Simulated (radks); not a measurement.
Cl3+, configuration [Ne] 3s2 3p2. Method: Dirac Kohn-Sham, PBE, spin-unpolarised, spherical densities, finite nucleus; open shells fill j = l - 1/2 first; Fermi nuclear charge, rms radius 3.3654 fm; computed with a radial shooting solver on a logarithmic mesh with Libxc functionals.

Unscreened Slater integrals over Kohn-Sham orbitals (eV). Large and small components are both included. Empty in this configuration: 3p3/2.

integral,value
"F0(3p1/2,3p1/2)",16.194
"F0(3p1/2,3s1/2)",16.824
"G1(3p1/2,3s1/2)",11.274
"F0(3p1/2,2p3/2)",21.878
"G2(3p1/2,2p3/2)",1.6664
"F0(3p1/2,2p1/2)",21.893
"G0(3p1/2,2p1/2)",1.6604
"F0(3p1/2,3p3/2)",16.166
"G2(3p1/2,3p3/2)",8.2539
"F0(3s1/2,3s1/2)",17.541
"F0(3s1/2,2p3/2)",23.201
"G1(3s1/2,2p3/2)",1.8573
"F0(3s1/2,2p1/2)",23.215
"G1(3s1/2,2p1/2)",1.8568
"F0(3s1/2,3p3/2)",16.792
"G1(3s1/2,3p3/2)",11.248
"F0(2p3/2,2p3/2)",61.408
"F2(2p3/2,2p3/2)",28.516
"F0(2p3/2,2p1/2)",61.586
"G2(2p3/2,2p1/2)",28.529
"F0(2p3/2,3p3/2)",21.809
"F2(2p3/2,3p3/2)",4.0547
"G0(2p3/2,3p3/2)",1.6523
"G2(2p3/2,3p3/2)",1.6672
"F0(2p1/2,2p1/2)",61.767
"F0(2p1/2,3p3/2)",21.824
"G2(2p1/2,3p3/2)",1.6648
"F0(3p3/2,3p3/2)",16.138
"F2(3p3/2,3p3/2)",8.2419
